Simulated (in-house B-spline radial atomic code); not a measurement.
# Ionising As+ with different functionals

Computed with a radial B-spline atomic code at the basis-set limit: scalar-relativistic (spin-free X2C) Hamiltonian, Fermi nucleus of rms radius 4.0968 fm, spin-polarised at highest spin, spherical fractional occupations for the functionals, and exact exchange of hybrids averaged over the configuration. The ionisation energy is the difference of two self-consistent energies, [Ar] 3d10 4s2 4p2 → [Ar] 3d10 4s2 4p1, without Breit or QED terms; ε is the level of the shell that loses the electron (its least bound occupied spin orbital). There is no spin-orbit coupling in this Hamiltonian.

| method | rung | ΔSCF (eV) | -ε(4p) (eV) |
| --- | --- | --- | --- |
| PBE0 | global hybrid | 18.61 | 15.33 |
| B3LYP | global hybrid | 18.57 | 14.98 |
| TPSSh | global hybrid | 18.65 | 14.67 |
| BHandHLYP | global hybrid | 18.44 | 16.31 |
| r2SCAN0 | global hybrid | 18.82 | 15.58 |
| B97-1 | global hybrid | 18.43 | 14.96 |
| HSE06 | range-separated hybrid | 18.58 | 14.89 |
| wB97X | range-separated hybrid | 18.34 | 17.53 |
| CAM-B3LYP | range-separated hybrid | 18.58 | 16.61 |
| LC-wPBE | range-separated hybrid | 18.70 | 18.18 |

Question: Among the functionals, which spreads more, the ΔSCF values or the orbital energies?

Answer: The orbital energies: ΔSCF values span about 0.48 eV and the orbital energies 3.51 eV; here energy differences depend much less on the functional than eigenvalues do.

Question: How do they compare with the NIST value?

Answer: NIST lists 18.589 eV ± 0.001 (measured, ground level to ground level). Errors run from -0.25 to +0.23 eV; HSE06 is closest (-0.00 eV), but part of that can be cancellation, since the calculations leave out spin-orbit coupling, Breit-QED terms, multiplet and fine-structure energies.
